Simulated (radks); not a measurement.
Q: The table gives one normalised radial function P(r) = r R(r) of Gd4+ in [Xe] 4f6 (r in bohr). All-electron calculation, scalar-relativistic Kohn-Sham, SCAN, spin-unpolarised, spherical densities, finite nucleus; meta-GGA in the generalised Kohn-Sham scheme; Fermi nuclear charge, rms radius 5.1569 fm. Program: a radial shooting solver on a logarithmic mesh with Libxc functionals.

r	P
0.002709	0.0003
0.003585	0.0006
0.004705	0.0013
0.006225	0.0028
0.008171	0.0058
0.01081	0.0123
0.01419	0.0251
0.01878	0.0517
0.02465	0.1018
0.03261	0.1972
0.0428	0.3592
0.05664	0.6276
0.07434	1.0033
0.09836	1.4805
0.1291	1.9260
0.1708	2.1779
0.2242	2.0530
0.2967	1.5351
0.3894	0.8792
0.5152	0.3494
0.6763	0.0944
0.8948	0.0140
1.175	0.0011
1.554	0.0000
2.04	0.0000
2.699	0.0000
3.543	0.0000
4.687	0.0000

Which n and l does it have? It may be an empty orbital.

A: n = 3, l = 2: the number of nodes gives n - l - 1 = 0, the rise at small r (about r^(l+1), flatter next to the nucleus through relativity) gives l, and the extent must fit the shell. The curve is that of 3d. 3d: eigenvalue -1233.7 eV, 0 radial nodes, <r> = 0.221 bohr, 90 % of the charge inside 0.345 bohr.
